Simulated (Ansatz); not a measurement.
```xyz
16

C     0.0000    0.7050    0.0000
C    -1.4100    0.7050    0.0000
C    -1.4100   -0.7050    0.0000
C     0.0000   -0.7050    0.0000
C     1.2211    1.4100    0.0000
C     2.4422    0.7050    0.0000
C     2.4422   -0.7050    0.0000
C     1.2211   -1.4100    0.0000
C     3.8522    0.7050    0.0000
C     3.8522   -0.7050    0.0000
H    -2.1772    1.4722    0.0000
H    -2.1772   -1.4722    0.0000
H     1.2211    2.4950    0.0000
H     1.2211   -2.4950    0.0000
H     4.6194    1.4722    0.0000
H     4.6194   -1.4722    0.0000
```

Basis set: def2-TZVP (spherical functions). Charge 0, multiplicity 1.

Computed with Ansatz (development build ahead of 0.2.0); each method stands on the lowest determinant of its kind that the runs found. Restricted functionals stand beside restricted open-shell atoms, which can lie above the unrestricted atoms usual in DFT and then raise those values.

Task: Give the atomization energy at this shape (free ground-state atoms in the same class of orbitals less the molecule, no zero-point energy) of singlet C₁₀H₆ by ωB97X (unrestricted), PBE0 (unrestricted), PBE0 (restricted), RHF.

Result:

```
              method  atomization energy
ωB97X (unrestricted)    1880.23 kcal/mol
 PBE0 (unrestricted)    1922.93 kcal/mol
   PBE0 (restricted)    1918.99 kcal/mol
                 RHF    1342.53 kcal/mol
```

Caution for ωB97X (unrestricted), PBE0 (unrestricted): the unrestricted determinant is a mixture of spin states. Caution for PBE0 (restricted): an unrestricted determinant lies well below. Caution for RHF: in another basis set an unrestricted determinant lies well below.

The shape needn't be a minimum at these levels.
